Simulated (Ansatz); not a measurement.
```yaml
atoms:
  - { symbol: C, position_ang: [0.0000, 0.7050, 0.0000] }
  - { symbol: C, position_ang: [-1.4100, 0.7050, 0.0000] }
  - { symbol: C, position_ang: [-1.4100, -0.7050, 0.0000] }
  - { symbol: C, position_ang: [0.0000, -0.7050, 0.0000] }
  - { symbol: C, position_ang: [0.9970, 1.7020, 0.0000] }
  - { symbol: C, position_ang: [2.4070, 1.7020, 0.0000] }
  - { symbol: C, position_ang: [3.4040, 0.7050, 0.0000] }
  - { symbol: C, position_ang: [3.4040, -0.7050, 0.0000] }
  - { symbol: C, position_ang: [2.4070, -1.7020, 0.0000] }
  - { symbol: C, position_ang: [0.9970, -1.7020, 0.0000] }
  - { symbol: H, position_ang: [-2.1772, 1.4722, 0.0000] }
  - { symbol: H, position_ang: [-2.1772, -1.4722, 0.0000] }
  - { symbol: H, position_ang: [0.5818, 2.7044, 0.0000] }
  - { symbol: H, position_ang: [2.8222, 2.7044, 0.0000] }
  - { symbol: H, position_ang: [4.4065, 1.1202, 0.0000] }
  - { symbol: H, position_ang: [4.4065, -1.1202, 0.0000] }
  - { symbol: H, position_ang: [2.8222, -2.7044, 0.0000] }
  - { symbol: H, position_ang: [0.5818, -2.7044, 0.0000] }
```

Basis set: def2-SVP. Charge 0. Computed with Ansatz (development build ahead of 0.2.0); the lowest solution found for each multiplicity.

**Question.** How do the multiplicities compare at this shape? Give, from the lowest of each method, PBE0 (unrestricted) for 1, 3; PBE0 (restricted) for 1, 3; HF (restricted) for 1, 3; HF (unrestricted) for 1, 3.

**Answer.**

```
            method  multiplicity  E (eV)  <S²>
PBE0, unrestricted             1   0.000  0.36
PBE0, unrestricted             3   0.971  2.03
  PBE0, restricted             1   0.000  0.00
  PBE0, restricted             3   1.048  2.00
    HF, restricted             1   0.000  0.00
    HF, restricted             3   0.736  2.00
  HF, unrestricted             1   0.000  2.02
  HF, unrestricted             3   1.939  2.51
```

Caution for PBE0, unrestricted, HF, unrestricted: the unrestricted determinant is spin contaminated. Caution for HF, restricted: an unrestricted determinant lies well below. Caution for HF, unrestricted: the unrestricted determinant is a mixture of spin states.
